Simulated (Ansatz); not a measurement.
Born–Oppenheimer molecular dynamics of F3H3W (7 atoms, charge 0, multiplicity 1). It starts at the highest image of a converged band. Of that band: The profile has 2 maxima (images 3, 7) with wells between them (image 5): this band takes more than one step, which may be the mechanism or a detour left from its start path. A vibrational analysis at the climbing image gives one clearly imaginary mode, 476i cm⁻¹: a first-order saddle point.

Computed with Ansatz, RKS PBE/def2-SVP.

```yaml
ensemble: NVE (velocity Verlet)
time_step: 0.5 fs
steps_asked: 79
starting_velocities_drawn_for: 300 K
seed: 6449
```

Frames 0.5 fs apart, positions in Å, forces in eV/Å.

Velocities at 10 fs (Å/ps):

```
W 0.66 0.12 0.53
H -19.77 11.51 -14.05
F -0.75 -0.65 -3.60
H -10.94 10.13 32.96
F -1.13 -1.43 -3.01
F -2.88 -0.62 -0.01
H -0.62 8.05 9.74
```

```xyz
7
Properties=species:S:1:pos:R:3:forces:R:3 time_fs=10 energy_less_start_eV=0.038 T=241
W -0.354 -0.391 -0.008 1.03 0.56 0.64
H 0.833 0.886 0.631 -0.31 0.43 0.11
F 1.685 -0.157 0.646 -0.94 -0.31 -0.17
H -0.064 1.159 0.960 0.18 -0.46 -0.10
F -2.155 0.055 -0.122 0.68 -0.18 -0.10
F 0.259 -2.141 0.108 -0.26 0.06 -0.10
H 0.422 0.641 -1.090 -0.38 -0.11 -0.28
7
Properties=species:S:1:pos:R:3:forces:R:3 time_fs=10.5 energy_less_start_eV=0.038 T=242
W -0.354 -0.391 -0.008 1.09 0.65 0.74
H 0.823 0.892 0.624 -0.37 0.49 0.13
F 1.685 -0.158 0.644 -0.98 -0.34 -0.18
H -0.069 1.163 0.977 0.20 -0.56 -0.18
F -2.156 0.054 -0.124 0.69 -0.18 -0.10
F 0.257 -2.142 0.108 -0.26 0.05 -0.11
H 0.421 0.644 -1.085 -0.37 -0.11 -0.30
7
Properties=species:S:1:pos:R:3:forces:R:3 time_fs=11 energy_less_start_eV=0.036 T=245
W -0.354 -0.391 -0.008 1.15 0.73 0.84
H 0.812 0.900 0.618 -0.43 0.54 0.14
F 1.684 -0.158 0.642 -1.01 -0.39 -0.20
H -0.074 1.167 0.992 0.22 -0.64 -0.25
F -2.156 0.053 -0.126 0.70 -0.19 -0.11
F 0.256 -2.142 0.108 -0.27 0.04 -0.12
H 0.420 0.648 -1.082 -0.37 -0.10 -0.32
7
Properties=species:S:1:pos:R:3:forces:R:3 time_fs=11.5 energy_less_start_eV=0.031 T=253
W -0.353 -0.391 -0.007 1.23 0.80 0.94
H 0.800 0.909 0.612 -0.48 0.58 0.15
F 1.684 -0.158 0.640 -1.04 -0.43 -0.21
H -0.078 1.168 1.008 0.22 -0.70 -0.31
F -2.157 0.053 -0.127 0.71 -0.19 -0.11
F 0.254 -2.142 0.108 -0.27 0.03 -0.13
H 0.417 0.651 -1.079 -0.36 -0.09 -0.33
7
Properties=species:S:1:pos:R:3:forces:R:3 time_fs=12 energy_less_start_eV=0.021 T=268
W -0.353 -0.391 -0.007 1.31 0.86 1.04
H 0.786 0.919 0.606 -0.54 0.61 0.15
F 1.683 -0.159 0.639 -1.08 -0.48 -0.23
H -0.082 1.168 1.022 0.22 -0.73 -0.35
F -2.157 0.052 -0.129 0.71 -0.19 -0.11
F 0.253 -2.143 0.108 -0.28 0.01 -0.14
H 0.414 0.655 -1.076 -0.35 -0.08 -0.35
7
Properties=species:S:1:pos:R:3:forces:R:3 time_fs=12.5 energy_less_start_eV=0.007 T=290
W -0.352 -0.390 -0.007 1.42 0.92 1.13
H 0.772 0.930 0.600 -0.59 0.63 0.14
F 1.682 -0.159 0.637 -1.12 -0.53 -0.25
H -0.085 1.167 1.036 0.20 -0.75 -0.39
F -2.157 0.051 -0.130 0.72 -0.20 -0.11
F 0.251 -2.143 0.108 -0.29 0.00 -0.15
H 0.410 0.658 -1.075 -0.34 -0.07 -0.36
7
Properties=species:S:1:pos:R:3:forces:R:3 time_fs=13 energy_less_start_eV=-0.013 T=321
W -0.352 -0.390 -0.006 1.53 0.97 1.22
H 0.756 0.943 0.595 -0.63 0.63 0.11
F 1.681 -0.160 0.635 -1.16 -0.58 -0.28
H -0.087 1.163 1.049 0.17 -0.75 -0.40
F -2.157 0.050 -0.132 0.72 -0.20 -0.12
F 0.249 -2.143 0.108 -0.29 -0.02 -0.16
H 0.405 0.661 -1.074 -0.33 -0.06 -0.37
7
Properties=species:S:1:pos:R:3:forces:R:3 time_fs=13.5 energy_less_start_eV=-0.038 T=360
W -0.352 -0.390 -0.006 1.66 1.02 1.30
H 0.738 0.958 0.590 -0.66 0.63 0.08
F 1.679 -0.161 0.633 -1.21 -0.63 -0.31
H -0.090 1.158 1.061 0.12 -0.73 -0.40
F -2.157 0.049 -0.133 0.71 -0.20 -0.12
F 0.248 -2.143 0.108 -0.30 -0.04 -0.17
H 0.399 0.663 -1.075 -0.32 -0.05 -0.38
7
Properties=species:S:1:pos:R:3:forces:R:3 time_fs=14 energy_less_start_eV=-0.069 T=408
W -0.351 -0.390 -0.006 1.79 1.06 1.37
H 0.719 0.974 0.585 -0.68 0.62 0.04
F 1.678 -0.161 0.631 -1.26 -0.68 -0.34
H -0.092 1.150 1.072 0.06 -0.69 -0.38
F -2.157 0.049 -0.135 0.71 -0.20 -0.12
F 0.246 -2.144 0.107 -0.31 -0.07 -0.18
H 0.392 0.666 -1.076 -0.31 -0.04 -0.39
7
Properties=species:S:1:pos:R:3:forces:R:3 time_fs=14.5 energy_less_start_eV=-0.106 T=464
W -0.351 -0.390 -0.005 1.94 1.10 1.44
H 0.698 0.992 0.581 -0.68 0.60 -0.03
F 1.677 -0.162 0.629 -1.32 -0.73 -0.38
H -0.094 1.142 1.082 -0.02 -0.64 -0.33
F -2.157 0.048 -0.137 0.70 -0.20 -0.12
F 0.244 -2.144 0.107 -0.31 -0.10 -0.20
H 0.385 0.668 -1.078 -0.30 -0.04 -0.39
7
Properties=species:S:1:pos:R:3:forces:R:3 time_fs=15 energy_less_start_eV=-0.146 T=527
W -0.350 -0.390 -0.005 2.10 1.14 1.50
H 0.676 1.011 0.576 -0.67 0.58 -0.11
F 1.675 -0.163 0.627 -1.39 -0.77 -0.41
H -0.096 1.131 1.091 -0.12 -0.59 -0.27
F -2.157 0.047 -0.138 0.69 -0.20 -0.12
F 0.243 -2.144 0.107 -0.32 -0.12 -0.21
H 0.377 0.671 -1.081 -0.29 -0.03 -0.39
7
Properties=species:S:1:pos:R:3:forces:R:3 time_fs=15.5 energy_less_start_eV=-0.191 T=596
W -0.350 -0.390 -0.004 2.26 1.18 1.55
H 0.652 1.031 0.571 -0.64 0.54 -0.20
F 1.673 -0.164 0.624 -1.46 -0.81 -0.45
H -0.098 1.120 1.099 -0.22 -0.53 -0.18
F -2.156 0.046 -0.140 0.68 -0.20 -0.12
F 0.241 -2.145 0.107 -0.33 -0.16 -0.22
H 0.368 0.673 -1.085 -0.28 -0.03 -0.39
```

Of the whole run (40 fs, mean temperature of the second half 1905 K): The conserved energy stayed within 0.099 meV per atom of its start (net change 0.033 meV per atom), so the integration is sound. The kinetic energy rose, since the run started high on the potential surface and went downhill. A run of 0.04 ps of so small a system gives no equilibrium averages. The orbitals stay closed-shell, which can raise the energy where a bond breaks towards radicals; this wasn't checked here.

The run took 4.3 min on 1 thread of Arm Neoverse V2, with other jobs on the host, peak memory 0.12 GiB.
